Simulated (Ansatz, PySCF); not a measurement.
This Ansatz (a quantum-chemistry and plane-wave program) input computes a r2SCAN/def2-TZVPD energy:

Ansatz 0.2 input:
```yaml
crystal:
  periodic: [false, false, false]
  atoms:
    - {symbol: C, position_ang: [-2.49437676, -0.24390811, 0.17900129]}
    - {symbol: O, position_ang: [-1.16905712, -0.76383967, 0.15498647]}
    - {symbol: C, position_ang: [-0.22142770, 0.12463961, 0.55857328]}
    - {symbol: C, position_ang: [0.93862166, 0.22933050, -0.07012125]}
    - {symbol: F, position_ang: [1.28787435, -0.44275223, -1.15160561]}
    - {symbol: F, position_ang: [1.92733822, 1.00945967, 0.34749732]}
    - {symbol: H, position_ang: [-3.15491799, -1.06498085, -0.08923785]}
    - {symbol: H, position_ang: [-2.60817349, 0.57156422, -0.54088329]}
    - {symbol: H, position_ang: [-2.75300853, 0.11898042, 1.17951913]}
    - {symbol: H, position_ang: [-0.40525946, 0.72441451, 1.44296500]}
basis:
  gaussian:
    orbitals: def2-TZVPD
hamiltonian:
  xc: {name: r2SCAN}
output: {forces: true}
```

**Question.** Write an input for the same energy in PySCF and say what it gives.

**Answer.** 
```python
from pyscf import gto, scf, dft

mol = gto.M(
    atom='''
    C    -2.49437676   -0.24390811    0.17900129
    O    -1.16905712   -0.76383967    0.15498647
    C    -0.22142770    0.12463961    0.55857328
    C     0.93862166    0.22933050   -0.07012125
    F     1.28787435   -0.44275223   -1.15160561
    F     1.92733822    1.00945967    0.34749732
    H    -3.15491799   -1.06498085   -0.08923785
    H    -2.60817349    0.57156422   -0.54088329
    H    -2.75300853    0.11898042    1.17951913
    H    -0.40525946    0.72441451    1.44296500
    ''',
    basis='def2-tzvpd',
    charge=0,
    spin=0,
    verbose=4,
)

mf = dft.RKS(mol, xc='r2scan').density_fit(auxbasis='def2-universal-jkfit')
mf.grids.level = 4
mf.conv_tol = 1e-9
mf.max_cycle = 100
mf.max_memory = 1500
mf.kernel()
if not mf.converged:
    mf = mf.newton()
    mf.kernel(mf.make_rdm1())
mf.analyze()
```
It gives -391.55838 Eh, and Ansatz -391.55826 Eh, a difference of 0.12 mEh, from the treatment of integrals and grids.
